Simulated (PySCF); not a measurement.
## Chromium: highly charged ions in a basis for the neutral atom

Cr(6+) [Ar], Cr(7+) [Ne] 3s2 3p5. All numbers are calculated (PySCF 2.14, the non-relativistic Hamiltonian (point nucleus), in 6-31G* (5s4p2d1f, 34 functions)). No spin-orbit coupling, so a gap to NIST mixes the basis error with missing relativistic terms.

Changed run: basis of the neutral atom used for a highly charged ion. This setting is unsound on purpose.

```csv
species,method,sound run (hartree),changed run (hartree),converged
Cr(6+),UHF,not run,-1033.44519,yes
Cr(6+),PBE,not run,-1033.95046,yes
Cr(6+),PBE0,not run,-1034.01751,yes
Cr(7+),UHF,not run,-1027.41615,yes
Cr(7+),PBE,not run,-1027.87344,yes
Cr(7+),PBE0,not run,-1027.93670,yes
```

Ionisation energy of Cr(6+):

```json
{"method": "UHF", "changed run (eV)": "164.06", "NIST (eV)": "160.29 ± 0.06"}
{"method": "PBE", "changed run (eV)": "165.36", "NIST (eV)": "160.29 ± 0.06"}
{"method": "PBE0", "changed run (eV)": "165.47", "NIST (eV)": "160.29 ± 0.06"}
```

The contracted functions were made for the neutral atom and can be too rigid for a highly charged ion.
